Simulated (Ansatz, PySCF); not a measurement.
This Ansatz (a program for electronic structure) input computes a B3LYP/def2-TZVPD energy:

Ansatz 0.2 input:
```yaml
crystal:
  periodic: [false, false, false]
  atoms:
    - {symbol: Ga, position_ang: [0.30374815, 0.11982264, 0.09043944]}
    - {symbol: F, position_ang: [-0.68066706, 0.93279515, -1.13588949]}
    - {symbol: F, position_ang: [-0.36557658, -1.34551759, 0.82437587]}
basis:
  gaussian:
    orbitals: def2-TZVPD
hamiltonian:
  xc: {name: B3LYP}
magnetization: {spin_polarized: true, initial_magnetization: 1}
output: {forces: true}
```

Question: Write an input for the same energy in PySCF and say what it gives.

Answer: 
```python
from pyscf import gto, scf, dft

mol = gto.M(
    atom='''
    Ga    0.30374815    0.11982264    0.09043944
    F    -0.68066706    0.93279515   -1.13588949
    F    -0.36557658   -1.34551759    0.82437587
    ''',
    basis='def2-tzvpd',
    charge=0,
    spin=1,
    verbose=4,
)

mf = dft.UKS(mol, xc='b3lyp').density_fit(auxbasis='def2-universal-jkfit')
mf.grids.level = 3
mf.conv_tol = 1e-9
mf.max_cycle = 100
mf.max_memory = 1500
mf.kernel()
if not mf.converged:
    mf = mf.newton()
    mf.kernel(mf.make_rdm1())
for _ in range(2):
    mo, _, stable, _ = mf.stability(return_status=True)
    if stable:
        break
    mf.kernel(mf.make_rdm1(mo, mf.mo_occ))
mf.analyze()
```
It gives -2124.73460 Eh, and Ansatz -2124.73453 Eh, a difference of 0.07 mEh, from the treatment of integrals and grids.

It need not be the lowest isomer of its formula.
